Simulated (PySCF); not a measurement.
# Atomic charges against the basis set

C5H4O2.
SMILES with atom numbers: `[O:1]=[CH:2][c:3]1[cH:4][cH:5][o:6][cH:7]1` (hydrogens: H8 on C2; H9 on C4; H10 on C5; H11 on C7)

PBE0 throughout (PySCF), one geometry, spherical d and f functions. One conformer (not necessarily the lowest) at the PBE0-D3(BJ)/def2-SVP geometry, without solvent, vibrations or thermal averaging. The first 7 of 11 kinds of atom are listed.

Mulliken charges (e):

| basis | functions | O1 | C2 | C3 | C4 | C5 | O6 | C7 |
| --- | --- | --- | --- | --- | --- | --- | --- | --- |
| STO-3G | 39 | -0.184 | +0.086 | -0.061 | -0.118 | +0.001 | -0.123 | +0.018 |
| pcSseg-0 | 71 | -0.469 | +0.328 | -0.412 | -0.220 | +0.108 | -0.614 | +0.250 |
| 6-31G | 71 | -0.392 | +0.193 | -0.159 | -0.157 | +0.046 | -0.470 | +0.132 |
| 6-31G* | 106 | -0.395 | +0.188 | -0.055 | -0.239 | +0.050 | -0.387 | +0.082 |
| cc-pVDZ | 118 | -0.211 | +0.199 | -0.152 | -0.067 | +0.118 | -0.155 | +0.175 |
| def2-SVP | 118 | -0.222 | +0.209 | -0.149 | -0.050 | +0.122 | -0.215 | +0.146 |
| pcSseg-1 | 139 | -0.361 | +0.363 | -0.369 | -0.135 | +0.170 | -0.346 | +0.276 |
| aug-cc-pVDZ | 197 | -0.613 | +0.951 | +0.693 | +0.753 | +0.259 | -0.482 | +0.214 |
| 6-311+G(2d,p) | 213 | -0.389 | -0.153 | +0.691 | -0.348 | +0.063 | -0.242 | -0.153 |
| def2-TZVP | 241 | -0.285 | +0.070 | +0.071 | -0.237 | +0.009 | -0.166 | -0.003 |
| cc-pVTZ | 266 | -0.262 | +0.124 | -0.002 | -0.214 | -0.005 | -0.112 | -0.004 |
| IGLO-III | 285 | -0.395 | +0.199 | +0.058 | -0.147 | +0.063 | -0.234 | +0.063 |
| pcSseg-2 | 308 | -0.374 | +0.252 | +0.044 | -0.180 | +0.205 | -0.300 | +0.179 |

IAO charges (e):

```json
{"basis": "STO-3G", "functions": "39", "O1": "-0.181", "C2": "+0.072", "C3": "-0.119", "C4": "-0.185", "C5": "-0.043", "O6": "-0.080", "C7": "-0.017"}
{"basis": "pcSseg-0", "functions": "71", "O1": "-0.362", "C2": "+0.212", "C3": "-0.132", "C4": "-0.209", "C5": "-0.003", "O6": "-0.197", "C7": "+0.046"}
{"basis": "6-31G", "functions": "71", "O1": "-0.375", "C2": "+0.209", "C3": "-0.115", "C4": "-0.210", "C5": "-0.014", "O6": "-0.197", "C7": "+0.031"}
{"basis": "6-31G*", "functions": "106", "O1": "-0.396", "C2": "+0.250", "C3": "-0.124", "C4": "-0.208", "C5": "+0.010", "O6": "-0.211", "C7": "+0.060"}
{"basis": "cc-pVDZ", "functions": "118", "O1": "-0.388", "C2": "+0.246", "C3": "-0.124", "C4": "-0.212", "C5": "+0.006", "O6": "-0.205", "C7": "+0.056"}
{"basis": "def2-SVP", "functions": "118", "O1": "-0.389", "C2": "+0.247", "C3": "-0.125", "C4": "-0.207", "C5": "+0.010", "O6": "-0.205", "C7": "+0.060"}
{"basis": "pcSseg-1", "functions": "139", "O1": "-0.402", "C2": "+0.254", "C3": "-0.128", "C4": "-0.213", "C5": "+0.007", "O6": "-0.211", "C7": "+0.059"}
{"basis": "aug-cc-pVDZ", "functions": "197", "O1": "-0.411", "C2": "+0.254", "C3": "-0.125", "C4": "-0.217", "C5": "+0.004", "O6": "-0.211", "C7": "+0.059"}
{"basis": "6-311+G(2d,p)", "functions": "213", "O1": "-0.412", "C2": "+0.255", "C3": "-0.126", "C4": "-0.216", "C5": "+0.005", "O6": "-0.213", "C7": "+0.060"}
{"basis": "def2-TZVP", "functions": "241", "O1": "-0.411", "C2": "+0.257", "C3": "-0.126", "C4": "-0.216", "C5": "+0.007", "O6": "-0.214", "C7": "+0.062"}
{"basis": "cc-pVTZ", "functions": "266", "O1": "-0.407", "C2": "+0.255", "C3": "-0.126", "C4": "-0.216", "C5": "+0.006", "O6": "-0.213", "C7": "+0.060"}
{"basis": "IGLO-III", "functions": "285", "O1": "-0.412", "C2": "+0.255", "C3": "-0.126", "C4": "-0.217", "C5": "+0.006", "O6": "-0.214", "C7": "+0.060"}
{"basis": "pcSseg-2", "functions": "308", "O1": "-0.412", "C2": "+0.257", "C3": "-0.126", "C4": "-0.217", "C5": "+0.007", "O6": "-0.214", "C7": "+0.061"}
```

Hirshfeld charges (e):

```json
{"basis": "STO-3G", "functions": "39", "O1": "-0.142", "C2": "+0.096", "C3": "-0.059", "C4": "-0.066", "C5": "+0.008", "O6": "-0.008", "C7": "+0.023"}
{"basis": "pcSseg-0", "functions": "71", "O1": "-0.223", "C2": "+0.115", "C3": "-0.059", "C4": "-0.082", "C5": "+0.009", "O6": "-0.042", "C7": "+0.036"}
{"basis": "6-31G", "functions": "71", "O1": "-0.237", "C2": "+0.120", "C3": "-0.053", "C4": "-0.079", "C5": "+0.009", "O6": "-0.062", "C7": "+0.037"}
{"basis": "6-31G*", "functions": "106", "O1": "-0.241", "C2": "+0.118", "C3": "-0.050", "C4": "-0.079", "C5": "+0.010", "O6": "-0.053", "C7": "+0.042"}
{"basis": "cc-pVDZ", "functions": "118", "O1": "-0.222", "C2": "+0.111", "C3": "-0.056", "C4": "-0.082", "C5": "+0.007", "O6": "-0.033", "C7": "+0.036"}
{"basis": "def2-SVP", "functions": "118", "O1": "-0.229", "C2": "+0.116", "C3": "-0.055", "C4": "-0.082", "C5": "+0.009", "O6": "-0.039", "C7": "+0.039"}
{"basis": "pcSseg-1", "functions": "139", "O1": "-0.236", "C2": "+0.116", "C3": "-0.056", "C4": "-0.081", "C5": "+0.012", "O6": "-0.050", "C7": "+0.042"}
{"basis": "aug-cc-pVDZ", "functions": "197", "O1": "-0.239", "C2": "+0.113", "C3": "-0.057", "C4": "-0.081", "C5": "+0.011", "O6": "-0.057", "C7": "+0.043"}
{"basis": "6-311+G(2d,p)", "functions": "213", "O1": "-0.241", "C2": "+0.114", "C3": "-0.059", "C4": "-0.080", "C5": "+0.012", "O6": "-0.060", "C7": "+0.045"}
{"basis": "def2-TZVP", "functions": "241", "O1": "-0.239", "C2": "+0.113", "C3": "-0.056", "C4": "-0.081", "C5": "+0.011", "O6": "-0.054", "C7": "+0.043"}
{"basis": "cc-pVTZ", "functions": "266", "O1": "-0.236", "C2": "+0.112", "C3": "-0.054", "C4": "-0.081", "C5": "+0.010", "O6": "-0.049", "C7": "+0.041"}
{"basis": "IGLO-III", "functions": "285", "O1": "-0.239", "C2": "+0.112", "C3": "-0.056", "C4": "-0.081", "C5": "+0.011", "O6": "-0.056", "C7": "+0.043"}
{"basis": "pcSseg-2", "functions": "308", "O1": "-0.241", "C2": "+0.113", "C3": "-0.054", "C4": "-0.081", "C5": "+0.011", "O6": "-0.056", "C7": "+0.043"}
```

ESP-fitted charges (e):

```
        basis  functions      O1      C2      C3      C4      C5      O6      C7
       STO-3G         39  -0.280  +0.243  +0.003  -0.340  +0.125  -0.145  +0.075
     pcSseg-0         71  -0.478  +0.416  -0.051  -0.486  +0.174  -0.310  +0.154
        6-31G         71  -0.482  +0.426  -0.034  -0.434  +0.150  -0.291  +0.133
       6-31G*        106  -0.416  +0.322  +0.017  -0.380  +0.031  -0.157  +0.013
      cc-pVDZ        118  -0.400  +0.314  +0.007  -0.369  +0.016  -0.132  +0.002
     def2-SVP        118  -0.423  +0.345  -0.006  -0.388  +0.058  -0.168  +0.043
     pcSseg-1        139  -0.446  +0.353  -0.004  -0.419  +0.055  -0.179  +0.045
  aug-cc-pVDZ        197  -0.456  +0.355  +0.027  -0.414  +0.050  -0.166  +0.033
6-311+G(2d,p)        213  -0.447  +0.321  +0.059  -0.414  +0.021  -0.154  +0.003
    def2-TZVP        241  -0.440  +0.324  +0.043  -0.406  +0.029  -0.150  +0.012
      cc-pVTZ        266  -0.427  +0.312  +0.040  -0.394  +0.025  -0.144  +0.007
     IGLO-III        285  -0.446  +0.326  +0.051  -0.405  +0.031  -0.154  +0.011
     pcSseg-2        308  -0.455  +0.341  +0.041  -0.421  +0.053  -0.169  +0.033
```

Which scheme is steadiest as the basis changes?

Largest range over the bases for any column: Hirshfeld 0.10 e, ESP-fitted 0.20 e, IAO 0.23 e, Mulliken 1.10 e. Hirshfeld charges move least and Mulliken charges most, counted in e. Without the minimal STO-3G basis the ranges are Hirshfeld 0.03, ESP-fitted 0.18, IAO 0.05, Mulliken 1.10 e.

How much do the charges still move between the two largest bases, IGLO-III and pcSseg-2?

At most, over all atoms: Mulliken 0.142 e, IAO 0.002 e, Hirshfeld 0.002 e, ESP-fitted 0.022 e.

What do the same runs give for the total energy, the frontier levels and the dipole moment?

| basis | energy (Eh) | HOMO (eV) | LUMO (eV) | μ (D) |
| --- | --- | --- | --- | --- |
| STO-3G | -338.5576 | -4.36 | 1.70 | 1.92 |
| pcSseg-0 | -342.1559 | -7.53 | -1.56 | 3.16 |
| 6-31G | -342.8446 | -7.24 | -1.40 | 3.18 |
| 6-31G* | -342.9557 | -6.97 | -1.19 | 3.04 |
| cc-pVDZ | -342.9878 | -7.07 | -1.29 | 2.93 |
| def2-SVP | -342.7119 | -7.21 | -1.40 | 2.98 |
| pcSseg-1 | -342.9262 | -7.29 | -1.54 | 3.13 |
| aug-cc-pVDZ | -343.0082 | -7.24 | -1.66 | 3.18 |
| 6-311+G(2d,p) | -343.0608 | -7.25 | -1.66 | 3.21 |
| def2-TZVP | -343.0925 | -7.22 | -1.58 | 3.16 |
| cc-pVTZ | -343.0803 | -7.18 | -1.51 | 3.11 |
| IGLO-III | -343.0964 | -7.24 | -1.64 | 3.19 |
| pcSseg-2 | -343.0911 | -7.26 | -1.64 | 3.20 |

The dipole is fixed by the density alone, so its range of 1.29 D shows that the density itself changes with the basis, not only its division among atoms.
